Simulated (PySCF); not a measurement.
Iodotrifluorosilane, F3ISi.
Atom-mapped SMILES: `[F:1][Si:2]([F:3])([F:4])[I:5]`

Computed by this run: PBE0-D3(BJ)/def2-SVP geometry optimisation, gas phase, def2 core potentials past Kr in PySCF; density fitting, grid level 1; the optimiser is geomeTRIC in internal coordinates, started from a GFN2-xTB structure with every atom displaced at random (about 0.01 Å).

Step 0: E = -24115.3943 eV
```
atom  x, y, z in Å  |  force x, y, z in eV/Å
F1     -0.7402   -0.7439   -1.2386   -0.359  -0.569  -1.093
Si2    -0.1269    0.0029   -0.0053    1.115  -0.216   0.167
F3     -0.7566   -0.6663    1.2700   -0.229  -0.451   0.964
F4     -0.6129    1.4916   -0.0367   -0.296   1.232  -0.071
I5      2.2702   -0.1183   -0.0273   -0.231   0.003   0.034
```

Question: Estimate the geometry and energy of step 1. (The exact step hangs on the optimiser's Hessian estimate; all steps are aligned on step 0, rigid shifts and turns removed.)

Answer: E = -24115.4492 eV, largest force 0.173 eV/Å
```
atom  x, y, z in Å  |  force x, y, z in eV/Å
F1     -0.7455   -0.7473   -1.2882    0.007   0.059   0.163
Si2    -0.1385   -0.0001   -0.0113    0.151   0.037  -0.012
F3     -0.7112   -0.6817    1.3154   -0.085   0.047  -0.113
F4     -0.6182    1.5247   -0.0502   -0.028  -0.155   0.000
I5      2.2469   -0.1296   -0.0036   -0.045   0.012  -0.037
```

The energy changes by -0.0550 eV. The first-order estimate −F·Δx gives -0.1343 eV and the mean of the old and new forces, exact on a quadratic surface, -0.0548 eV. The step makes an angle of 55° with the force vector and moves no atom by more than 0.066 Å.

What follows is the cost of the whole optimisation. On one thread, Intel Xeon 6975P-C (x86_64), shared host, this took 22 s wall and 0.38 GiB of memory at its peak.
